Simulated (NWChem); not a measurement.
## Correlation energy of sulfur tetrafluoride (F4S)

```xyz
5

F      0.0000     1.2424     0.6398
S      0.0000     0.0000    -0.3894
F      1.6855     0.0000    -0.2936
F     -1.6855     0.0000    -0.2936
F      0.0000    -1.2424     0.6398
```
Charge 0, spin multiplicity 1.

All runs are NWChem calculations. All single points use one geometry, from PBE/def2-SVP, a minimum by its harmonic frequencies.

Basis set: 6-31G*. Each correlation energy counts from its own Hartree-Fock reference.

The correlated methods keep 9 core orbitals frozen. The Pople sets run with spherical d functions. Coupled-cluster values serve here as a point of comparison, not as the truth.

Question: For the correlation energy, CCSD(T) gives -879.1 mHa and CR-CCSD(T) gives -873.3 mHa. What do CCSD, CCSD+T(CCSD), SCS-MP2 give?

Answer: CCSD: -857.2 mHa; CCSD+T(CCSD): -882.8 mHa; SCS-MP2: -814.8 mHa.
